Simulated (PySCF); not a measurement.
Zr⁺: ionisation energy

Zr⁺ [Kr] 4d2 5s1 (4F) → Zr²⁺ [Kr] 4d2 (3F), as a difference of total energies. Calculation: PySCF 2.14, in def2-TZVPPD with the def2 core potential (28 electrons) (6s4p3d2f1g, 56 functions); a scalar-relativistic core potential. Correlated levels: valence: 4s2 4p6 frozen. The calculations carry no spin-orbit coupling.

```tsv
method	ionisation energy (eV)
UHF	12.300
MP2 (valence)	12.523
SCS-MP2 (valence)	12.374
CCSD (valence)	12.593
CCSD(T) (valence)	12.596
```

Problem. How much does correlation contribute at CCSD(T) (valence)?

Solution. 12.596 − (12.300) = 0.296 eV, measured against UHF.

The reference lies between the lowest fine-structure levels, while these numbers refer to the centres of the terms.

Errors of the correlated levels include the incompleteness of this basis and the frozen core.

For comparison: 13.13 eV (measured; NIST Atomic Spectra Database, ionization energies).
